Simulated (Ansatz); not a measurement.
Cost and result up the ladder for SnHMe2(NHiPr) (C₅H₁₅NSn) (22 atoms). Total charge 0; singlet. Geometry: PBE-D4/def2-SVP.

```
atom   x (Å)   y (Å)   z (Å)
  C1  -1.774   1.980  -0.273
  C2  -1.997  -0.306   2.468
  C3   1.037  -1.034  -1.060
  C4   2.362  -1.199  -0.296
  C5   1.058   0.222  -1.935
  N6  -0.151  -1.036  -0.204
 Sn7  -0.688   0.588   0.986
  H8   0.660   1.395   1.756
  H9  -2.476   1.406  -0.908
 H10  -1.077   2.542  -0.922
 H11  -2.345   2.695   0.351
 H12  -1.420  -0.941   3.167
 H13  -2.758  -0.928   1.956
 H14  -2.512   0.485   3.046
 H15  -0.176  -1.893   0.363
 H16   0.942  -1.909  -1.750
 H17   2.535  -0.334   0.380
 H18   3.231  -1.275  -0.984
 H19   2.347  -2.116   0.328
 H20   1.213   1.134  -1.315
 H21   1.886   0.186  -2.670
 H22   0.103   0.337  -2.483
```

Ansatz on 4 threads of Intel Xeon 6975P-C on a shared host. Times are rough, and most runs start from the orbitals of an earlier one. ωB97M-V/def2-TZVP serves as the yardstick here, not as an exact answer. Differences are given only for rows in sets of like size (and for xTB, whose basis is part of the method), since another set adds its own error. Binding counts from free atoms at the same level (C triplet, N quartet, Sn triplet, H doublet; other spins of the atoms weren't run), without zero-point energy or a counterpoise term.

In the def2 sets Sn takes a core potential, while STO-3G treats all electrons; there is no spin–orbit coupling. HSE06 is defined as in plane-wave codes, on full-range PBE exchange. Correlated methods freeze 10 core orbitals; core or outer-core shells of Sn are correlated, in sets that lack core-valence functions.

Correlated methods converge slowly with the basis.

| level | functions | wall time | binding energy per atom (eV) | difference from ωB97M-V/def2-TZVP (eV) |
| --- | --- | --- | --- | --- |
| HF/STO-3G | 72 | 0.5 s | 3.64 | – |
| PBE-D4/def2-SVP | 185 | 1.8 s | 3.85 | – |
| PBE0-D4/def2-SVP | 185 | 2.2 s | 3.81 | – |
| PBE-D4/def2-TZVP (with forces) | 326 | 4.2 s | 3.84 | 0.05 |
| HSE06-D4/def2-TZVP | 326 | 4.7 s | 3.79 | 0.01 |
| BHLYP-D4/def2-TZVP | 326 | 4.8 s | 3.69 | -0.09 |
| r2SCAN-D4/def2-TZVP | 326 | 5 s | 3.78 | -0.01 |
| PBE0-D4/def2-TZVP | 326 | 5.5 s | 3.79 | 0.01 |
| MP2/def2-TZVP | 326 | 7 s | 3.66 | -0.12 |
| ωB97M-V/def2-TZVP | 326 | 11 s | 3.78 | 0.00 |
